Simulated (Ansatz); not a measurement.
Ideal-gas functions of CH2Cl2GaN (`C=[N][Ga]([Cl])[Cl]`) at 500 K and 1 bar, from an Ansatz frequency run at PBE0-D4/def2-TZVP.

Molar mass 168.66 g/mol, point group Cs (symmetry number 1), electronic degeneracy 1, moments of inertia 192.205, 282.764, 474.969 u Å². Harmonic wavenumbers (cm⁻¹, unscaled): 53, 102, 126, 140, 307, 395, 454, 513, 601, 1137, 1216, 1507, 1722, 2984, 3062.

Use S(trans) = R[1.5 ln M + 2.5 ln T − 1.1517]; rotational temperatures θ = 24.2544 K / I; S(rot) = R[ln(√π/σ · √(T³/θAθBθC)) + 1.5]; for each mode x = 1.438777 ν̃/T, S = R[x/(eˣ − 1) − ln(1 − e⁻ˣ)] and H = RT x/(eˣ − 1); 1 cm⁻¹ = 0.0119627 kJ/mol; R = 8.31446 J/(mol·K).

Question: By hand: the entropy, in J/(mol·K).

Answer: Translation 183.6. Rotation: θ = 0.1262, 0.0858, 0.0511 K, giving 125.9. Vibration, mode by mode: 23.96, 18.54, 16.80, 15.93, 9.61, 7.68, 6.66, 5.79, 4.72, 1.39, 1.16, 0.59, 0.35, 0.01, 0.01, in all 113.2. Electronic 0.0. Sum 422.7 J/(mol·K).

Question: By hand: H − E and G − E in kJ/mol, counted from the electronic energy.

Answer: Zero-point energy ½ × 14319 × 0.0119627 = 85.6; thermal vibration 25.8; translation, rotation and pV give 4 RT = 16.6. H − E = 128.0 kJ/mol, and G − E = 128.0 − 500 × 422.7/1000 = -83.3 kJ/mol.

Vibration gives 27 % of the entropy, 75.2 J/(mol·K) of it from the modes under 150 cm⁻¹: soft modes count most, and the harmonic formula is weakest for them. The sum counts one conformer and one mirror image; others add a mixing term.
